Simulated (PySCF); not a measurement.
## Shieldings and the share of exact exchange

Molecule: `CC=C=CB(Cl)Cl`, C$_{4}$H$_{5}$BCl$_{2}$.

Molfile (atoms numbered from 1):
```
C4H5BCl2
     RDKit          3D

 12 11  0  0  0  0  0  0  0  0999 V2000
   -1.6562   -0.7355    1.2276 C   0  0  0  0  0  0  0  0  0  0  0  0
   -1.0339   -0.7089   -0.1366 C   0  0  0  0  0  0  0  0  0  0  0  0
    0.2103   -0.4131   -0.3992 C   0  0  0  0  0  0  0  0  0  0  0  0
    1.4557   -0.0637   -0.6649 C   0  0  0  0  0  0  0  0  0  0  0  0
    1.8407    1.4032   -0.9238 B   0  0  0  0  0  0  0  0  0  0  0  0
    0.6471    2.6891   -0.9108 Cl  0  0  0  0  0  0  0  0  0  0  0  0
    3.5152    1.8220   -1.2478 Cl  0  0  0  0  0  0  0  0  0  0  0  0
   -2.4858   -0.0128    1.2849 H   0  0  0  0  0  0  0  0  0  0  0  0
   -2.0743   -1.7311    1.4459 H   0  0  0  0  0  0  0  0  0  0  0  0
   -0.9261   -0.4856    2.0088 H   0  0  0  0  0  0  0  0  0  0  0  0
   -1.6752   -0.9508   -0.9954 H   0  0  0  0  0  0  0  0  0  0  0  0
    2.2313   -0.8401   -0.6957 H   0  0  0  0  0  0  0  0  0  0  0  0
  1  2  1  0
  2  3  2  0
  3  4  2  0
  4  5  1  0
  5  6  1  0
  5  7  1  0
  1  8  1  0
  1  9  1  0
  1 10  1  0
  2 11  1  0
  4 12  1  0
M  END
```

GIAO shieldings (ppm, equivalent atoms averaged) in PySCF on the PBE0-D3(BJ)/def2-SVP geometry, basis pcSseg-1, gas phase, non-relativistic:

```tsv
functional	exact exchange (%)	σ(C4)	σ(B5)	σ(Cl6/Cl7)
BLYP	0	80.9	37.2	658.4
BP86	0	85.2	42.0	663.1
B3LYP	20	84.8	40.5	691.4
mPW1PW91	25	89.1	45.4	702.0
HF	100	102.3	58.3	800.8
```

**Question.** Fit each shielding as a line in the percentage of exact exchange.

**Answer.** σ(C4) = 82.8 + 0.19 x (rms 1.7 ppm); σ(B5) = 39.2 + 0.19 x (rms 2.0 ppm); σ(Cl6/Cl7) = 662.7 + 1.39 x (rms 2.9 ppm). The functionals also differ in their semilocal parts, which the line can't hold; Hartree–Fock has no correlation at all.

**Question.** What does the line predict for PBE0 (25 %), and what does the run give?

**Answer.** σ(C4): 87.5 predicted, 89.9 computed; σ(B5): 44.0 predicted, 45.5 computed; σ(Cl6/Cl7): 697.5 predicted, 702.0 computed ppm.
